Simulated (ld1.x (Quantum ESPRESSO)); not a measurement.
What one change does to a pseudopotential (iridium (Ir), TM)

Ir (Z = 77), norm-conserving Troullier–Martins (Kleinman–Bylander form), made with ld1.x (Quantum ESPRESSO) 7.5 (PBE, scalar-relativistic). Core [Xe] 4f14, reference 5d7 6s2 6p0. Waves: 6p (bound, empty): rc 3.45 bohr; 5d (bound): rc 1.55 bohr; 6s (bound): rc 1.95 bohr. Local part: the s channel. Core correction: Bessel-smoothed model core inside 0.90 bohr.

Change: all radii but the core radius scaled by about 1.10 (s 2.14, p 3.78, d 1.70 bohr).

Cutoffs: the cutoffs (Ry, on a coarse ladder) from which the occupation-weighted sum of valence levels, in a spherical-Bessel basis at the reference potential, stays within 10 and 1 mRy of its value at 400 Ry; they do not see the model core or the augmentation charge, which bear on the density cutoff. Errors are all-electron minus pseudo energies relative to the spin-unpolarised reference configuration.

Q: How do hardness, ghosts and transferability respond?

A: The potential gets softer (40 Ry and 70 Ry → 40 Ry and 50 Ry); of the 7 tests that both files solve, the error grows in 4 and shrinks in 1 by more than 15 % and 0.3 meV (median size 43.2 → 58.0 meV); neither file shows a bound ghost. A larger radius leaves more room for a smooth pseudo-wave, so fewer plane waves are needed.

```tsv
quantity	base	changed
cutoff, loose	40 Ry	40 Ry
cutoff, tight	70 Ry	50 Ry
loose cutoff by channel (10 mRy a level)	d 35 Ry, s 18 Ry	d 35 Ry, s 8 Ry
bound ghosts	none	none
error for 5d7 6s1 6p0, meV [ΔE 9.88 eV]	-9.6	-13
error for 5d7 6s0 6p0, meV [ΔE 27.35 eV]	-44	-58
error for 5d6 6s0 6p0, meV [ΔE 57.89 eV]	-162	-165
error for 5d7 6s1.5 6p0, meV [ΔE 4.03 eV]	-2.8	-3.5
error for 5d6 6s2 6p0, meV [ΔE 12.19 eV]	-43	-64
error for 5d7 6s1 6p1, meV [ΔE 5.32 eV]	-2.3	-1.5
error for 5d6 6s2 6p1, meV [ΔE 7.16 eV]	-75	-82
```
